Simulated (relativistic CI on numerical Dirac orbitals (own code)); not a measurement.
Level scheme of Ge VIII

These numbers are calculated, not measured: Dirac-Coulomb-Breit CI, orbitals from a KLI potential per configuration, QED by a radiative potential, unscaled Slater integrals (own radial code, finite nucleus).

Configurations in the expansion (outside the closed core [Ne]): 3s²3p⁶3d⁷, 3s²3p⁵3d⁸, 3s²3p⁶3d⁶4s, 3s²3p⁶3d⁶4p, 3s²3p⁴3d⁹, 3s3p⁶3d⁸, 3s²3p⁶3d⁵4s², 3s²3p⁶3d⁶4d, 3s²3p⁶3d⁵4s4p, 3s²3p⁶3d⁵4p², 3s²3p⁶3d⁶5s, 3s²3p⁶3d⁶4f, 3s²3p⁶3d⁵4s4d, 3s²3p⁶3d⁶5p, 3p⁶3d⁹, 3s²3p⁶3d⁶5d, 3s²3p⁶3d⁵4p4d, 3s²3p⁶3d⁶6s, 3s²3p⁶3d⁶5f, 3s²3p⁶3d⁶5g, 3s²3p⁶3d⁶6p, 3s²3p⁶3d⁶6d, 3s²3p⁵3d⁷4s, 3s²3p⁶3d⁵4d², 3s²3p⁵3d⁶4s², 3s²3p⁵3d⁷4p, 3s3p⁵3d⁹, 3s²3p⁴3d⁸4s, 3s²3p⁵3d⁷4d, 3s3p⁶3d⁶4s², 3s3p⁶3d⁷4s. Levels of other configurations are missing.

The lowest level is 3s²3p⁶3d⁷ ⁴F9/2, with 99 % of that term; Hund's rules for 3s²3p⁶3d⁷ give ⁴F with J = 9/2, in agreement.

```tsv
No.	Configuration	Term	J	E (cm⁻¹)	%	Landé g	jj configuration (%)
1	3s²3p⁶3d⁷	⁴F	9/2	0	99	1.331	3d5/2^3 (57)
2	3s²3p⁶3d⁷	⁴F	7/2	3440	99	1.237	3d3/2^3 3d5/2^4 (83)
3	3s²3p⁶3d⁷	⁴F	5/2	5763	99	1.029	3d3/2^2 3d5/2^5 (67)
4	3s²3p⁶3d⁷	⁴F	3/2	7286	98	0.403	3d3/2^2 3d5/2^5 (34)
5	3s²3p⁶3d⁷	⁴P	3/2	29877	75	1.628	3d5/2^3 (55)
6	3s²3p⁶3d⁷	⁴P	5/2	30145	98	1.593	3d3/2^3 3d5/2^4 (57)
7	3s²3p⁶3d⁷	⁴P	1/2	32257	90	2.468	3d3/2^3 3d5/2^4 (77)
8	3s²3p⁶3d⁷	²G	9/2	32813	94	1.104	3d5/2^3 (40)
9	3s²3p⁶3d⁷	²G	7/2	36014	99	0.889	3d3/2^3 3d5/2^4 (51)
10	3s²3p⁶3d⁷	²P	3/2	38060	58	1.323	3d3/2^2 3d5/2^5 (52)
11	3s²3p⁶3d⁷	²P	1/2	40825	89	0.866	3d3/2^2 3d5/2^5 (77)
12	3s²3p⁶3d⁷	²D	5/2	42724	97	1.205	3d3/2^3 3d5/2^4 (46)
13	3s²3p⁶3d⁷	²H	11/2	45743	100	1.090	3d3/2^3 3d5/2^4 (100)
14	3s²3p⁶3d⁷	²D	3/2	48257	79	0.908	3d3/2 3d5/2^6 (66)
15	3s²3p⁶3d⁷	²H	9/2	48834	95	0.917	3d3/2^2 3d5/2^5 (71)
16	3s²3p⁶3d⁷	²F	5/2	71788	99	0.859	3d3/2^3 3d5/2^4 (61)
17	3s²3p⁶3d⁷	²F	7/2	73118	99	1.141	3d3/2^3 3d5/2^4 (64)
18	3s²3p⁶3d⁷	²D	3/2	107754	99	0.799	3d3/2^3 3d5/2^4 (87)
19	3s²3p⁶3d⁷	²D	5/2	109738	98	1.198	3d3/2^2 3d5/2^5 (66)
20	3s²3p⁶3d⁶4s	⁶D	9/2	481660	99	1.554	3d3/2^3 3d5/2^3 4s (47)
21	3s²3p⁶3d⁶4s	⁶D	7/2	483856	99	1.586	3d3/2^3 3d5/2^3 4s (53)
22	3s²3p⁶3d⁶4s	⁶D	5/2	485355	98	1.656	3d3/2^2 3d5/2^4 4s (56)
23	3s²3p⁶3d⁶4s	⁶D	3/2	486365	98	1.865	3d3/2^3 3d5/2^3 4s (35)
24	3s²3p⁶3d⁶4s	⁶D	1/2	486954	98	3.327	3d3/2^2 3d5/2^4 4s (47)
25	3s²3p⁶3d⁶4s	⁴D	7/2	498064	98	1.426	3d3/2^3 3d5/2^3 4s (48)
26	3s²3p⁶3d⁶4s	⁴D	5/2	500571	98	1.371	3d3/2^3 3d5/2^3 4s (46)
27	3s²3p⁶3d⁶4s	⁴D	3/2	502063	98	1.201	3d3/2^2 3d5/2^4 4s (46)
28	3s²3p⁶3d⁶4s	⁴D	1/2	502921	98	0.010	3d3/2^2 3d5/2^4 4s (38)
29	3s²3p⁶3d⁶4s	⁴P	5/2	522793	97	1.597	3d5/2^2 4s (36)
30	3s²3p⁶3d⁶4s	⁴P	3/2	527430	81	1.664	3d3/2^3 3d5/2^3 4s (28)
31	3s²3p⁶3d⁶4s	⁴F	9/2	528445	64	1.232	3d5/2^2 4s (52)
32	3s²3p⁶3d⁶4s	⁴H	13/2	528655	98	1.229	3d3/2^3 3d5/2^3 4s (69)
33	3s²3p⁶3d⁶4s	⁴H	11/2	529299	92	1.142	3d3/2^3 3d5/2^3 4s (68)
34	3s²3p⁶3d⁶4s	⁴F	7/2	529456	49	1.001	3d3/2^3 3d5/2^3 4s (38)
35	3s²3p⁶3d⁶4s	⁴H	9/2	530562	71	1.066	3d3/2^2 3d5/2^4 4s (59)
36	3s²3p⁶3d⁶4s	⁴F	5/2	531004	94	1.010	3d3/2^3 3d5/2^3 4s (50)
37	3s²3p⁶3d⁶4s	⁴P	1/2	531021	94	2.626	3d3/2^3 3d5/2^3 4s (33)
38	3s²3p⁶3d⁶4s	⁴H	7/2	531186	56	0.910	3d3/2^2 3d5/2^4 4s (56)
39	3s²3p⁶3d⁶4s	⁴F	3/2	531530	98	0.405	3d3/2^2 3d5/2^4 4s (44)
40	3s²3p⁶3d⁶4s	²P	3/2	534690	81	1.390	3d3/2 3d5/2^5 4s (33)
41	3s²3p⁶3d⁶4s	⁴G	11/2	536523	61	1.202	3d3/2^3 3d5/2^3 4s (77)
42	3s²3p⁶3d⁶4s	²F	7/2	538657	65	1.076	3d3/2^2 3d5/2^4 4s (56)
43	3s²3p⁶3d⁶4s	⁴G	9/2	539082	56	1.088	3d3/2^2 3d5/2^4 4s (64)
44	3s²3p⁶3d⁶4s	⁴G	5/2	539096	55	0.706	3d3/2^3 3d5/2^3 4s (50)
45	3s²3p⁶3d⁶4s	²H	11/2	539770	63	1.147	3d3/2^2 3d5/2^4 4s (73)
46	3s²3p⁶3d⁶4s	²H	9/2	539807	54	1.015	3d3/2^3 3d5/2^3 4s (59)
47	3s²3p⁶3d⁶4s	²P	1/2	539866	91	0.713	3d3/2^3 3d5/2^3 4s (36)
48	3s²3p⁶3d⁶4s	⁴G	7/2	540730	71	1.022	3d3/2^2 3d5/2^4 4s (38)
49	3s²3p⁶3d⁶4s	²F	5/2	542409	58	0.748	3d3/2^2 3d5/2^4 4s (63)
50	3s²3p⁶3d⁶4s	²G	9/2	547964	90	1.097	3d3/2^2 3d5/2^4 4s (56)
51	3s²3p⁶3d⁶4s	⁴D	5/2	549229	94	1.366	3d3/2^2 3d5/2^4 4s (41)
52	3s²3p⁶3d⁶4s	⁴D	3/2	549265	95	1.195	3d3/2^2 3d5/2^4 4s (48)
53	3s²3p⁶3d⁶4s	⁴D	1/2	549539	97	0.018	3d3/2^2 3d5/2^4 4s (57)
54	3s²3p⁶3d⁶4s	²G	7/2	549777	80	0.973	3d3/2^3 3d5/2^3 4s (39)
55	3s²3p⁶3d⁶4s	⁴D	7/2	549952	85	1.356	3d3/2^2 3d5/2^4 4s (52)
56	3s²3p⁶3d⁶4s	²G	9/2	554271	91	1.106	3d3/2^2 3d5/2^4 4s (41)
57	3s²3p⁶3d⁶4s	²G	7/2	554353	91	0.898	3d3/2 3d5/2^5 4s (39)
58	3s²3p⁶3d⁶4s	²I	13/2	555143	99	1.078	3d3/2^2 3d5/2^4 4s (69)
59	3s²3p⁶3d⁶4s	²I	11/2	555280	97	0.925	3d3/2^2 3d5/2^4 4s (73)
60	3s²3p⁶3d⁶4s	²D	3/2	558412	97	0.806	3d3/2^2 3d5/2^4 4s (52)
61	3s²3p⁶3d⁶4s	²D	5/2	559349	97	1.197	3d3/2^3 3d5/2^3 4s (46)
62	3s²3p⁶3d⁶4s	²S	1/2	560069	91	1.978	3d5/2^6 4s (33)
63	3s²3p⁶3d⁶4s	²D	5/2	563357	93	1.202	3d3/2 3d5/2^5 4s (36)
64	3s²3p⁶3d⁶4s	²D	3/2	563816	95	0.804	3d3/2 3d5/2^5 4s (39)
65	3s²3p⁶3d⁶4s	²F	7/2	577708	94	1.147	3d3/2^3 3d5/2^3 4s (71)
66	3s²3p⁶3d⁶4s	²F	5/2	577729	94	0.864	3d3/2^3 3d5/2^3 4s (71)
67	3s²3p⁶3d⁶4s	⁴P	1/2	586227	97	2.645	3d5/2^2 4s (37)
68	3s²3p⁶3d⁶4s	⁴P	3/2	588256	97	1.726	3d3/2^3 3d5/2^3 4s (73)
69	3s²3p⁶3d⁶4s	⁴F	3/2	590897	98	0.401	3d3/2^2 3d5/2^4 4s (65)
70	3s²3p⁶3d⁶4s	⁴F	9/2	591027	97	1.330	3d3/2^2 3d5/2^4 4s (65)
```

Energies count from the lowest computed level. Filled j subshells are mostly left out of the jj labels.

The mean weight of the leading LS term, summed over parents, in these 70 levels is 88 %, and that of the leading jj configuration (from the same eigenvectors) 54 %, so LS coupling describes them better.

At this charge configurations can still be misplaced by up to about 7 % of their energy. Terms inside the open d or f shell come out 10 to 20 % too wide with unscaled integrals.

Landé's interval rule says that E(J) − E(J−1) = AJ with one A. For the ground term the intervals give A = -609.2, -663.7, -764.4 cm⁻¹ for J = 5/2, 7/2, 9/2; the multiplet is inverted.

LS names give the leading component of a level, which can be under half, so a name can repeat, a term be missing and a line seem to break the LS rules.
